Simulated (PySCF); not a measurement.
## Working with the constants of MgSn

ROHF-CCSD(T) constants of MgSn, ³Σ⁻ (triplet), unpaired electrons π ↑↑ (Mg def2-SVP, Sn def2-SVP with ECP28; scalar-relativistic core potentials (PySCF 2.14); masses 23.9850 and 119.9022 u):

| Property | Result |
| --- | --- |
| ωe | 212.7 cm⁻¹ |
| ωexe | 1.69 cm⁻¹ |
| Be | 0.1061 cm⁻¹ |
| αe | 0.000875 cm⁻¹ |
| De to Mg + Sn | 0.69 eV |

(1) What force constant and bond length do these constants imply?

(2) Estimate the centrifugal constant D from the Kratzer relation and find the Dunham coefficient a1.

Correlated steps freeze 5 core orbitals. Correlated levels converge slowly with the basis: in double zeta they bind strong bonds too weakly, by up to about 1 eV, and carry superposition errors of some tenths. These are scalar-relativistic numbers at best; spin–orbit coupling would shift them, the dissociation energy most. The state is the lowest determinant that a PBE0 search found; another state may lie lower at other levels.

## Answers

(1) Reduced mass μred = 19.987 u; k = 5.8918×10⁻⁷·μred·ωe² (u, cm⁻¹, mdyn/Å) = 0.533 mdyn/Å; Re = √(16.8576/(μred·Be)) (u, cm⁻¹, Å) = 2.819 Å.

(2) D = 4Be³/ωe² = 1.06e-07 cm⁻¹; a1 = −1 − αeωe/(6Be²) = -3.76.
